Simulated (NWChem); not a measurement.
# BeH2SeS; SMILES [SH][Be][SeH]

```xyz
5

Be     0.0221    -0.6630     0.0375
S     -0.0510    -2.5650     0.1170
H      0.0046    -2.6917    -1.2302
Se     0.1343     1.3637    -0.0239
H     -1.3345     1.4587    -0.0892
```
Atoms are numbered in this order, from 1.

Level: PBE0/def2-SVP (NWChem), optimised geometry, unscaled harmonic frequencies. This build's default masses of Se (78.918 u) and Br (79.917 u) are each other's, which moves their modes by up to 0.6 %.

| frequency (cm⁻¹) | IR intensity (km/mol) |
|---|---|
| 186 | 16.2 |
| 195 | 18.1 |
| 230 | 12.1 |
| 286 | 0.1 |
| 586 | 0.0 |
| 638 | 1.6 |
| 1000 | 238.9 |
| 2445 | 4.2 |
| 2698 | 1.9 |

```
Item                                                                                Value
-----------------------------------------------------------------------  ----------------
zero-point energy                                                           11.8 kcal/mol
thermal correction to the enthalpy at 298.15 K (with zero-point energy)     15.7 kcal/mol
heat capacity Cv                                                         15.5 cal/(mol K)
entropy at 298.15 K and 1 atm (symmetry number 1)                        73.8 cal/(mol K)
dipole moment                                                                      1.18 D
```

Rigid rotor and harmonic oscillator.
